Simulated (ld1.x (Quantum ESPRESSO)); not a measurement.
Zr: excitation energies, all-electron against ultrasoft

ld1.x (Quantum ESPRESSO) 7.5 input, shortened:

```
&input
   title='Zr', zed=40., rel=1, dft='PZ', iswitch=3,
   config='[Kr] 4d2 5s1 5p1'
 /
 &inputp
   pseudotype=3, tm=.true., lloc=-2, rcloc=1.80,
   nlcc=.true., rcore=1.45
 /
6
4S  1  0   2.00   0.00  1.55  1.90  0.0
5S  2  0   1.00   0.00  1.55  1.90  0.0
4P  2  1   6.00   0.00  2.20  2.50  0.0
5P  3  1   1.00   0.00  2.20  2.50  0.0
4D  3  2   2.00   0.00  2.30  2.90  0.0
4D  3  2   0.00   1.65  2.30  2.90  0.0
 &test
   configts(1)='4s2 4p6 4d2 5s1 5p1'
 /
```

Energies are relative to the spin-unpolarised reference configuration 4s2 4p6 4d2 5s1 5p1; without spin polarisation the order of configurations can differ from experiment. Spin-polarised rows fill each open shell by Hund’s rule, majority spin first. The frozen-core shift is the all-electron ΔE with the core orbitals held at their reference shape minus the fully relaxed ΔE.

```
               valence configuration  charge  ΔE all-electron (eV)  error AE − PS (meV)  frozen-core shift (meV)
                 4s2 4p6 4d2 5s1 5p0      +1                 4.235                 +558                     +0.6
                 4s2 4p6 4d2 5s0 5p0      +2                17.476                +2260                     +1.9
                 4s2 4p6 4d1 5s2 5p1       0                -0.052                -2448                     -2.9
                 4s2 4p6 4d3 5s1 5p0       0                -1.893                +1055                     +2.1
               4s2 4p6 4d2 5s1.5 5p0    +0.5                -0.146                  +21                     +0.2
4s2 4p6 4d2 5s1 5p1 (spin-polarised)       0                -1.434                  -76                      0.0
4s2 4p6 4d2 5s2 5p0 (spin-polarised)       0                -3.600                 -306                      0.0
```

(1) What are ΔE and the potential's error for 4s2 4p6 4d2 5s2 5p0?

(2) What are ΔE and the potential's error for 4s2 4p6 4d3 5s0 5p0?

Levels in the configuration 4s2 4p6 4d2 5s1.5 5p0:

```
level  all-electron (eV)  pseudo (eV)
   4s            -57.736      -59.131
   4p            -35.725      -37.031
   4d             -6.832       -7.782
   5s             -7.324       -6.413
```

A Bessel basis up to 400 Ry misses an occupied level by 0.57 Ry, so cutoffs and ghosts were not judged. The potential misses its own reference levels by up to 1.9 eV, so it is not fit for use.

## Answers

(1) ΔE = -3.117 eV all-electron; the error (AE − PS) is -361 meV.

(2) ΔE = 4.692 eV all-electron; the error (AE − PS) is +2245 meV.

These tests converged, but a pseudo level misses the all-electron one widely, so the file describes the atom poorly there or has found another state: 4s2 4p6 4d2 5s2 5p0: 4d by 1.2 eV; 4s2 4p6 4d2 5s0 5p0: empty 5s by 10.5 eV (a node warning on the way); 4s2 4p6 4d1 5s2 5p1: 4p by 3.5 eV. A variational frozen-core shift is positive and of second order in the change. This column holds negative values, so the frozen-core run of ld1.x carries numerical noise or an error of first order here, and the column gives no more than the rough size of the effect.
